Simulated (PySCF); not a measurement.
Al(OSiH3)2 (AlH6O2Si2), SMILES [SiH3][O][Al][O][SiH3], multiplicity 2.

Geometry optimised at TPSSh-D3(BJ)/def2-SVP. The multiplicity is an assumed one; no other spin state was optimised. The isomer is the one that the SMILES or the coordinates give; other isomers of the formula were not compared. The values are those of a single conformer.

The numbers are results of PBE/def2-TZVP run with PySCF, not measurements.

Gas-phase values at a fixed geometry.

```json
{
  "total_energy": "-975.10133 hartree",
  "α spin, highest occupied and lowest empty level": "-5.29 and -1.86 eV",
  "β spin, highest occupied and lowest empty level": "-7.24 and -3.69 eV",
  "dipole_moment": "0.83 D",
  "quadrupole, principal values (traceless, Buckingham form, about the centre of nuclear charge)": "-3.07, 0.52, 2.55 D·Å",
  "mean_static_polarisability": "95.3 bohr³ (14.12 Å³)",
  "polarisability_principal_values": "84.2, 86.2, 115.3 bohr³",
  "⟨S²⟩": "0.752 (pure state 0.75)"
}
```
